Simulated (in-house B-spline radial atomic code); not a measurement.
Computed with a B-spline radial atomic code. Model: two electrons, singlet ground state, non-relativistic, full CI in B-splines with partial waves to l = 8 (at full coupling up to 3e-4 hartree above the limit, correlation up to 0.6 % small), density held at that of full coupling by Lieb maximisation.

W(λ) is the mean repulsion in the state of coupling λ less the Hartree energy of the fixed density. Its start is exact exchange, its initial slope is twice the second-order Görling-Levy correlation energy, and its area from 0 to 1 is E_xc. A straight curve means weak, dynamic correlation, and a curve that drops fast and flattens means strong correlation.

Command:
```bash
python run_ac.py task.json out
```
Settings (lengths in bohr, energies in hartree):
```
potential              coulomb
strength               3.85
lmax                   8
wall_radius            3.86
```

Cost of the run: 7.5 s on 1 thread of Intel(R) Xeon(R) Processor @ 2.30GHz (shared host).

**W = mean repulsion less Hartree energy, and W of three functionals.**

Given: confinement point charge; nuclear charge 3.85; hard wall radius 3.86 bohr; external potential -Z/r.

Computed: PBE exchange minus exact 36.96 millihartree; SCAN exchange minus exact -4.4032 millihartree.

| coupling | W xc (hartree) | W xc minus exchange (millihartree) | kinetic minus Kohn-Sham (millihartree) | LDA (PW92) W minus its exchange (millihartree) | PBE W minus its exchange (millihartree) | SCAN W minus its exchange (millihartree) |
| --- | --- | --- | --- | --- | --- | --- |
| 0 | -2.1828 | 0 | 0 | 0 | 0 | 0 |
| 0.02 | -2.1847 | -1.879 | 0 | -13.7 | -1.85 | -1.84 |
| 0.05 | ? | ? | ? | ? | ? | ? |
| 0.12 | -2.1939 | -11.158 | 0.7 | -56.55 | -11.22 | -10.77 |
| 0.25 | -2.2057 | -22.935 | 2.8 | -97.12 | -23.41 | -21.92 |
| 0.4 | -2.2189 | -36.14 | 7.1 | -135.17 | -37.3 | -34.28 |
| 0.6 | -2.2359 | -53.135 | 15.6 | -177.76 | -55.38 | -50.04 |
| 0.8 | -2.2522 | -69.467 | 27 | -214.37 | -72.9 | -65.06 |
| 1 | -2.2679 | -85.173 | 41.2 | -246.81 | -89.81 | -79.43 |
| 1.4 | -2.2976 | -114.84 | 76.7 | -302.86 | -121.88 | -106.45 |
| 2 | -2.3382 | -155.43 | 145.5 | -372.06 | -165.88 | -143.29 |
| 3 | -2.397 | -214.27 | 291.7 | -462.86 | -229.9 | -196.8 |
| 4.5 | -2.4691 | -286.37 | 560 | -565.3 | -309 | -263.16 |
| 7 | ? | ? | ? | ? | ? | ? |
| 10 | -2.6357 | -452.97 | 1715.3 | -788.95 | -499.36 | -423.28 |

(1) What belongs in the row 0.05?

(2) What belongs in the row 7?

(3) What is the LDA exchange minus exact?

**Energy parts, natural occupations and partial-wave weights.**

Computed: total energy -12.5716 hartree; exchange energy -2.1828 hartree; correlation energy -0.044011 hartree; kinetic part of the DFT correlation energy 0.041162 hartree; initial slope twice GL2 -0.094181 hartree; Hartree energy 4.3656 hartree; Lieb Oxford ratio E_xc over LDA exchange 1.1869.

```tsv
natural	occupation of the shell (electrons)
s	1.9961
p	0.0020885
s	0.001513
d	?
p	7.584e-05
s	3.234e-05
```

(4) What belongs in the row d?

```csv
wave,weight
s,0.99884
p,0.001086
d,?
f,8.5513e-06
g,2.0142e-06
```

(5) What belongs in the row d?

(6) What is the Kohn-Sham kinetic?

(7) What is the kinetic part over minus potential part?

Answers

(1) W xc (hartree): -2.1875; W xc minus exchange (millihartree): -4.683; kinetic minus Kohn-Sham (millihartree): 0.1; LDA (PW92) W minus its exchange (millihartree): -28.71; PBE W minus its exchange (millihartree): -4.65; SCAN W minus its exchange (millihartree): -4.56.

(2) W xc (hartree): -2.5592; W xc minus exchange (millihartree): -376.46; kinetic minus Kohn-Sham (millihartree): 1071.6; LDA (PW92) W minus its exchange (millihartree): -686.84; PBE W minus its exchange (millihartree): -410.04; SCAN W minus its exchange (millihartree): -348.29.

(3) 306.69 millihartree.

(4) occupation of the shell (electrons): 0.00010549.

(5) weight: 5.9224e-05.

(6) 12.53 hartree.

(7) 0.48327.

Half-way to full coupling W has made 52 % of its drop, against 50 % for a straight line, and second-order (GL2) theory, half the initial slope, overshoots the correlation energy by about 7 %: correlation is weak here. Over couplings 0 to 1 the errors in E_xc come to about +203 millihartree for LDA, +35 millihartree for PBE, -1.8 millihartree for SCAN, so SCAN is nearest. In LDA and PBE and SCAN the errors of exchange and correlation have opposite signs, so the sum is smaller than the larger of the two.
